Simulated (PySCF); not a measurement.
**How methods differ on the ionisation energy of Al⁺**

Al⁺ [Ne] 3s2 (1S) → Al²⁺ [Ne] 3s1 (2S), as a difference of total energies. Computed with PySCF 2.14 in aug-cc-pCVTZ-DK (8s7p5d3f, 75 functions), with scalar relativity by spin-free X2C-1e. Correlated levels: valence: [Ne] frozen; valence and next inner shell: 1s2 frozen; nothing frozen. The calculations carry no spin-orbit coupling.

| method | ionisation energy (eV) |
| --- | --- |
| UHF | 17.551 |
| LDA | 18.923 |
| PBE | 18.789 |
| PBE0 | 18.684 |
| r2SCAN | 18.408 |
| revPBE | 18.707 |
| TPSSh | 18.637 |
| PW91 | 18.841 |
| M06 | 18.830 |
| MP2 (valence) | 18.314 |
| SCS-MP2 (valence) | 18.467 |
| SCS-MP2 (valence and next inner shell) | 18.613 |
| MP2 (all electrons) | 18.502 |

Problem. Estimate what SCS-MP2 (all electrons) gives.

Solution. 18.611 eV, closest to SCS-MP2 (valence and next inner shell) among the rows shown.

Problem. Estimate what MP2 (valence and next inner shell) gives.

Solution. 18.504 eV, closest to MP2 (all electrons) among the rows shown.

Errors of the correlated levels include the incompleteness of this basis and the frozen core.

MP2 underrates the near-degeneracy of ns² with np² in the lower species.

For comparison: 18.829 eV (measured; NIST Atomic Spectra Database, ionization energies).
